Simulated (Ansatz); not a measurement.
Consider the formal hydrolysis of the As–Al bond: `F[B]([SiH3])[AlH][AsH2]` + H₂O → `O[AsH2]` + `F[B]([AlH2])[SiH3]`.

Isolated molecules relaxed with PBE0-D4/def2-TZVP in Ansatz; ΔE leaves out vibrations. CCSD(T)/CBS is the MP2 limit (def2-TZVPP, def2-QZVPP) plus CCSD(T) − MP2 in def2-TZVPP, frozen cores. This one scheme is used for every species. Functionals use def2-TZVPP. B3LYP here is the variant with VWN-RPA as its local correlation; programs differ in this. For As outer-core shells are correlated without core-valence functions, which leaves a few kJ/mol of doubt a bond. Scalar relativity is left out up to krypton. One conformer a species, not always the lowest.

Question: Is it downhill or uphill in electronic energy at CCSD(T)/CBS, and by how much? (An estimate is asked.)

Answer: The calculation gave: Uphill: ΔE = +26.5 kcal/mol.

Question: What do these levels give: PBE-D4, B3LYP-D4, ωB97X-V, r2SCAN, RPA@PBE/def2-TZVPP, MP2/CBS(def2)? (Estimate.)

Answer: Computed: PBE-D4 25.9, B3LYP-D4 23.3, ωB97X-V 22.4, r2SCAN 25.2, RPA@PBE/def2-TZVPP 22.0, MP2/CBS(def2) 27.6 kcal/mol.

Largest T1 diagnostic among the species: 0.015.

From PBE to PBE0 (25 % exact exchange), in def2-TZVPP and without D4, ΔE moves by +1.0 kcal/mol. Leaving LDA and LC-ωPBE aside and taking each functional with its dispersion term where it has one, the values, not all of them listed here, spread over 7.5 kcal/mol, from B97M-V to HSE06-D4. LDA lies +2.0 kcal/mol from PBE without D4.
